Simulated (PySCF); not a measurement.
## Do core-level shifts follow atomic charges?

Compound: C₆H₉NSi.
Structure used (PBE0-D3(BJ)/def2-SVP), in Å, numbered top down from 1:
```xyz
17
C6H9NSi angstrom
C     -4.017    1.915   -0.330
C     -3.436    0.856   -0.179
Si    -2.562   -0.744    0.038
N     -0.853   -0.446    0.171
C      0.021   -0.898   -0.638
C      1.458   -0.635   -0.509
C      1.968    0.128    0.472
C      3.406    0.443    0.665
H     -4.530    2.851   -0.463
H     -3.042   -1.376    1.299
H     -2.898   -1.627   -1.128
H     -0.253   -1.532   -1.511
H      2.115   -1.088   -1.260
H      1.247    0.549    1.185
H      3.573    1.533    0.629
H      4.043   -0.033   -0.093
H      3.745    0.117    1.663
```

Binding energies: delta-SCF UKS SCAN, pcX-2 on the ionised atom, pcseg-1 elsewhere, spin-free X2C in PySCF. Charges: PBE0/pcSseg-1 ground-state density, for the ionised atom.

| atom | environment | C 1s (eV) | Mulliken (e) | IAO (e) | Hirshfeld (e) | ESP (e) |
| --- | --- | --- | --- | --- | --- | --- |
| C2 | alkyne carbon | 290.03 | -0.178 | -0.337 | -0.157 | -0.146 |
| C1 | terminal alkyne carbon | 290.27 | -0.189 | -0.181 | -0.084 | -0.340 |
| C6 | alkene CH carbon | 290.30 | -0.212 | -0.201 | -0.071 | -0.638 |
| C7 | alkene CH carbon | 290.45 | -0.141 | -0.066 | 0.000 | +0.300 |
| C8 | allylic carbon | 291.03 | -0.226 | -0.418 | -0.107 | -0.437 |
| C5 | C=N carbon | 291.78 | +0.168 | +0.068 | +0.060 | +0.500 |

**Question.** How well does each charge scheme correlate with the binding energies over these sites?

**Answer.** Mulliken: r = 0.79, slope 3.5 eV per e; Hirshfeld: r = 0.71, slope 5.9 eV per e; ESP: r = 0.54, slope 0.8 eV per e; IAO: r = 0.47, slope 1.7 eV per e. Mulliken charges have the highest r, on only 6 points.

**Question.** The point-charge model writes a binding energy as kq + V + constant, with V the potential of the other atoms' charges at the site. What does it give with the IAO charges?

**Answer.** V = Σ 14.40 eV Å × q/r over all other atoms: +2.70 eV at C2, +0.51 eV at C1, +1.42 eV at C6, -0.82 eV at C7, +5.57 eV at C8, -3.27 eV at C5. Fitting binding energy − V to q gives k = 18.7 eV per e and leaves an rms residual of 0.47 eV, against 0.52 eV for the fit on q alone. The model has no term for differences in relaxation between sites.

The unrestricted hole states depart most from a pure doublet (⟨S²⟩ = 0.75; over 0.85 named) for C 1s of C2 (0.87), C 1s of C1 (0.85), C 1s of C7 (0.90) and C 1s of C5 (0.90), which makes these values less certain. Geometry: PBE0-D3(BJ)/def2-SVP, one conformer, isolated molecule.
